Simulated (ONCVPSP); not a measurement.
## Hg (Z = 80) ONCV: all-electron and pseudo phase curves

```json
{
  "Element": "mercury (Hg)",
  "Generator": "ONCVPSP 4.0.1",
  "Type": "optimised norm-conserving Vanderbilt (ONCV)",
  "Functional": "LDA (Perdew-Wang 92)",
  "Relativity": "scalar-relativistic",
  "Frozen core": "[Kr] 4d10 4f14",
  "Valence charge": "20",
  "Reference configuration": "5s2 5p6 5d10 6s1 (charge +1)",
  "Partial waves": "5s+6s: rc 1.70 bohr, ncon 4, nbas 9, qcut 5.4 1/bohr, 2 projectors; 5p: rc 1.45 bohr, ncon 4, nbas 8, qcut 9.5 1/bohr, 2 projectors, debl 3.1 Ha; 5d: rc 1.25 bohr, ncon 4, nbas 8, qcut 6.5 1/bohr, 2 projectors, debl 1.2 Ha",
  "Local potential": "polynomial inside 0.90 bohr (lpopt 5, dvloc0 4 Ha)",
  "Core correction": "none"
}
```

The phase is arctan(r·R′/R) of the radial function R(r), unwrapped; energies in Ha, scanned from -6 to 5 Ha. A pole is an energy at which the radial function vanishes at the test radius. The pseudo phase is shifted by a multiple of π to meet the all-electron one at the reference energy, and phase errors are pseudo minus all-electron; the curves can meet again beyond the range given. Levels narrower than the energy grid can be missing from the lists of poles.

```csv
channel,radius (bohr),reference energy (Ha),"poles, all-electron","poles, pseudo",unbroken range about the reference energy with phases within 0.05 rad,phase error 1 Ha above the reference energy (rad)
s,1.72,-0.56,"-4.54, 4.39","-4.54, 0.08, 4.54",below 0.0,-3.115
p,1.47,-2.79,-1.75,-1.75,the whole range,-0.000
d,1.27,-0.70,3.45,3.44,the whole range,+0.000
```

Note: no bound ghost flagged; GHOST(+) flagged for s at 2.13 eV, p at 321.4 eV.

Phases in the p channel:

| E (Ha) | all-electron | pseudo |
| --- | --- | --- |
| -5.96 | 1.191 | 1.191 |
| -5.68 | 1.159 | 1.159 |
| -5.40 | 1.118 | 1.118 |
| -5.12 | 1.063 | 1.063 |
| -4.84 | 0.987 | 0.987 |
| -4.56 | 0.873 | 0.872 |
| -4.28 | 0.689 | 0.689 |
| -4.00 | 0.372 | 0.372 |
| -3.72 | -0.132 | -0.132 |
| -3.44 | -0.669 | -0.670 |
| -3.16 | -1.030 | -1.030 |
| -2.88 | -1.240 | -1.240 |
| -2.60 | -1.369 | -1.369 |
| -2.32 | -1.456 | -1.456 |
| -2.04 | -1.519 | -1.519 |
| -1.76 | -1.569 | -1.569 |
| -1.48 | -1.609 | -1.609 |
| -1.20 | -1.645 | -1.645 |
| -0.92 | -1.677 | -1.677 |
| -0.64 | -1.707 | -1.707 |
| -0.36 | -1.737 | -1.737 |
| -0.08 | -1.767 | -1.767 |
| 0.20 | -1.799 | -1.799 |
| 0.48 | -1.833 | -1.833 |
| 0.76 | -1.872 | -1.872 |
| 1.04 | -1.917 | -1.917 |
| 1.32 | -1.970 | -1.970 |
| 1.60 | -2.037 | -2.037 |
| 1.88 | -2.121 | -2.122 |
| 2.16 | -2.233 | -2.234 |
| 2.44 | -2.386 | -2.389 |
| 2.72 | -2.598 | -2.603 |
| 3.00 | -2.881 | -2.889 |
| 3.28 | -3.216 | -3.228 |
| 3.56 | -3.541 | -3.554 |
| 3.84 | -3.803 | -3.816 |
| 4.12 | -3.995 | -4.007 |
| 4.40 | -4.134 | -4.144 |
| 4.68 | -4.235 | -4.245 |
| 4.96 | -4.311 | -4.320 |
